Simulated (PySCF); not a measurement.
**Br+: excitation energy**

Br+ [Ar] 3d10 4s2 4p4 (3P) → Br+ [Ar] 3d10 4s1 4p5 (3P), as a difference of total energies. Calculation: PySCF 2.14, in aug-cc-pVQZ-PP with ECP10MDF (7s6p5d3f2g, 89 functions); scalar relativity through the core potential. Correlated levels: valence: 3s2 3p6 3d10 frozen. The calculations carry no spin-orbit coupling.

```csv
method,excitation energy (eV),error (eV)
UHF,14.277,+2.353
MP2 (valence),13.164,+1.240
SCS-MP2 (valence),13.020,+1.096
CCSD (valence),12.227,+0.303
CCSD(T) (valence),11.777,-0.147
```

Reference: 11.924 eV (measured; NIST levels, between the centres of gravity of the two terms).

Errors of the correlated levels include the incompleteness of this basis and the frozen core.

The coupled-cluster amplitudes are large for the upper state (T1 above 0.03 or a double amplitude above 0.15), so a single reference is strained.
